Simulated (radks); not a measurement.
Question: Radial electron density D(r) = 4 pi r^2 rho(r) of an atom or ion with 10 electrons. All-electron calculation, Dirac Kohn-Sham, relativistic LDA (MacDonald-Vosko exchange, VWN5 correlation), spin-unpolarised, spherical densities, finite nucleus; Fermi nuclear charge, rms radius of each element as measured or else 0.836 A^(1/3) + 0.57 fm. Program: a radial shooting solver on a logarithmic mesh with Libxc functionals.

r (bohr)  D(r) (e/bohr)
0.001787          8.005
0.001967          9.311
0.002165          10.81
0.002384          12.51
0.002624          14.45
0.002888          16.64
0.003179          19.10
0.0035            21.84
0.003821          24.62
0.004207          27.94
0.00463           31.57
0.005097          35.49
0.00561           39.67
0.006176          44.08
0.006798          48.65
0.007483          53.30
0.008237          57.94
0.009067          62.43
0.009981          66.65
0.0109            70.13
0.012             73.37
0.01321           75.88
0.01454           77.52
0.016             78.20
0.01761           77.90
0.01939           76.66
0.02134           74.63
0.02349           72.05
0.02586           69.27
0.02824           66.90
0.03108           64.91
0.03421           63.96
0.03766           64.38
0.04146           66.30
0.04563           69.64
0.05023           74.01
0.05529           78.78
0.06086           83.07
0.067             85.94
0.07375           86.51
0.08053           84.46
0.08864           79.19
0.09758           70.97
0.1074            60.49
0.1182            48.77
0.1301            37.00
0.1433            26.26
0.1577            17.32
0.1736            10.55
0.1911            5.884
0.2086            3.167
0.2297            1.457
0.2528           0.5978
0.2783           0.2162
0.3063          0.06809
0.3372          0.01842

What is the nuclear charge?

Answer: Z = 60. The innermost maximum, from 1s, lies near gamma/Z bohr with gamma = sqrt(1 - (Z/c)^2) = 0.899, here 0.015 bohr (found: 0.0163), and its height grows with Z. The density is that of the neodymium ion Nd50+ in [Ne]; the configuration itself is not fixed sharply by these data, and Z only to a few units. D(r) has 2 maxima, at r = 0.0163, 0.0720 bohr, and minima at 0.0350 bohr, inside which lie 2.12 electrons.
